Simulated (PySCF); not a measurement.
# Shapes and spin states of Ca₂Te

Level of theory: PySCF, PBE0, basis Te def2-SVP with ECP28, Ca def2-SVP (scalar-relativistic core potentials, no spin–orbit coupling, density fitting).

Relaxations began from a few typed shapes and spin states; open shells are unrestricted. The search is not exhaustive: other isomers or separated fragments can lie lower, and high-lying points may rest on an excited occupation.

Problem. Order these stationary points by electronic energy, lowest first, in kJ/mol from the lowest minimum.
A. triplet C2v: Te–Ca 2.871 Å (×2); Ca–Te–Ca 96.5°
B. singlet (closed shell, unstable to spin polarisation) D∞h: Te–Ca 2.844 Å (×2); Ca–Te–Ca 180.0°
C. singlet C2v: Ca–Ca 3.355 Å, Te–Ca 2.866 Å (×2); Ca–Ca–Te 54.2° (×2), Ca–Te–Ca 71.6°

Solution. C (0.0), A (22.6), B (78.6).

Problem. Which of them are minima?

Solution. By energy in kJ/mol, 0.0: minimum; 22.6: minimum; 78.6: not settled, its softest mode being under 30 cm⁻¹.
